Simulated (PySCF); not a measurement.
First SCF of a structure search on singlet PbSI₂, at a hand-made T-shaped (ligand arrangement 1) geometry. PySCF input:

```python
from pyscf import gto, scf, dft
mol = gto.M(atom='''
Pb     0.000000     0.000000     0.000000
S     -2.288600     0.000000     0.079900
I      0.000000     0.000000     2.770000
I      2.768300     0.000000     0.096700''',
    basis={'Pb': 'def2-SVP', 'S': 'def2-SVP', 'I': 'def2-SVP'},
    ecp={'Pb': 'def2-SVP', 'I': 'def2-SVP'},
    charge=0, spin=0)
mf = dft.RKS(mol, xc='B3LYP')
mf.grids.atom_grid = (50, 194)
aux = {'Pb': 'def2-universal-JKFIT', 'S': 'def2-universal-JKFIT', 'I': 'def2-universal-JKFIT'}
mf = mf.density_fit(auxbasis=aux)
mf.conv_tol = 1e-08
mf.diis_space = 10
mf.max_cycle = 60
mf.init_guess = 'huckel'
mf.verbose = 4
mf.kernel()
```

Excerpt of the output (cycles and frontier levels):

```
init E= -1186.14222909828
  HOMO = -0.240990197604893  LUMO = -0.221624979749717  gap/eV = 0.52695
cycle= 1 E= -1184.60797307236  delta_E= 1.53  |g|= 2.18  |ddm|= 5.25
  HOMO = -0.029457700824082  LUMO = -0.00037529199751242  gap/eV = 0.79137
cycle= 2 E= -1180.23318124986  delta_E= 4.37  |g|= 4.77  |ddm|= 10.8
  HOMO = -0.214606936750569  LUMO = -0.122703253962868  gap/eV = 2.50083
cycle= 3 E= -1185.89542417903  delta_E= -5.66  |g|= 1.29  |ddm|= 8.28
  HOMO = -0.182145407728408  LUMO = -0.155225666681644  gap/eV = 0.73252
cycle= 4 E= -1186.51969656799  delta_E= -0.624  |g|= 0.509  |ddm|= 2.58
  HOMO = -0.215863354469984  LUMO = -0.20258281706151  gap/eV = 0.36138
cycle= 5 E= -1186.49878984522  delta_E= 0.0209  |g|= 0.544  |ddm|= 1.72
  HOMO = -0.233719800470226  LUMO = -0.189527165914926  gap/eV = 1.20254
cycle= 6 E= -1186.63356711629  delta_E= -0.135  |g|= 0.0529  |ddm|= 1.01
  HOMO = -0.232629457661117  LUMO = -0.182469884136461  gap/eV = 1.36491
cycle= 7 E= -1186.63419754726  delta_E= -0.00063  |g|= 0.0338  |ddm|= 0.15
  HOMO = -0.230787582529595  LUMO = -0.184101119038081  gap/eV = 1.27040
cycle= 8 E= -1186.63467695415  delta_E= -0.000479  |g|= 0.00945  |ddm|= 0.0849
  HOMO = -0.231819764159315  LUMO = -0.184105542651337  gap/eV = 1.29837
cycle= 9 E= -1186.63472114618  delta_E= -4.42e-05  |g|= 0.00443  |ddm|= 0.0386
  HOMO = -0.231342108749209  LUMO = -0.184050889921815  gap/eV = 1.28686
cycle= 10 E= -1186.63473690526  delta_E= -1.58e-05  |g|= 0.00128  |ddm|= 0.0211
  HOMO = -0.231298856722233  LUMO = -0.18405481888758  gap/eV = 1.28558
cycle= 11 E= -1186.63474029444  delta_E= -3.39e-06  |g|= 0.000411  |ddm|= 0.0144
  HOMO = -0.231246264414347  LUMO = -0.184075254186882  gap/eV = 1.28359
cycle= 12 E= -1186.63474106495  delta_E= -7.71e-07  |g|= 0.000198  |ddm|= 0.00982
  HOMO = -0.231213196833143  LUMO = -0.184088617622593  gap/eV = 1.28233
cycle= 13 E= -1186.63474111796  delta_E= -5.3e-08  |g|= 3.38e-05  |ddm|= 0.00264
  HOMO = -0.231211579848198  LUMO = -0.184092643135401  gap/eV = 1.28217
cycle= 14 E= -1186.63474111898  delta_E= -1.03e-09  |g|= 1.17e-05  |ddm|= 0.000213
  HOMO = -0.231211076278936  LUMO = -0.184090993272334  gap/eV = 1.28220
Extra cycle  E= -1186.6347411192  delta_E= -2.13e-10  |g|= 1.06e-05  |ddm|= 0.000102
converged SCF energy = -1186.6347411192
```

No lower solution of this spin was found by a stability analysis within the restricted form, which does not test spin polarisation.

No spin–orbit coupling is included, which matters more the heavier the element.

The search for the lowest solution, with the stability check, took 8.9 s on 2 threads of a shared Intel Xeon Platinum 8375C @ 2.90GHz (Ice Lake) host, with 96 basis functions.
